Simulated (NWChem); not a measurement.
Molecule: BeHOI; SMILES [Be]([OH])[I]

```xyz
4

Be     0.0258     1.5696     0.0000
I     -0.0332    -0.6127     0.0000
O      0.0931     2.9749     0.0000
H     -0.3443     3.8306     0.0000
```
Atoms are numbered in this order, from 1.

Geometry: optimised at PBE-D3(BJ)/def2-SVP. def2 effective core potentials on I; no spin-orbit coupling.

Q: List the 6 lowest vertical singlet excitations from PBE/def2-SVP with def2 effective core potentials on I, TDA (NWChem).

A: 
```tsv
state	energy (eV)	oscillator strength	leading excitation (squared amplitude)
S1	5.63	0.033	HOMO → LUMO (1.00)
S2	5.65	0.037	HOMO−1 → LUMO (1.00)
S3	6.20	0.000	HOMO → LUMO+1 (0.97)
S4	6.33	0.002	HOMO−1 → LUMO+1 (0.58)
S5	6.41	0.000	HOMO−1 → LUMO+2 (0.97)
S6	7.04	0.059	HOMO → LUMO+2 (0.39)
```
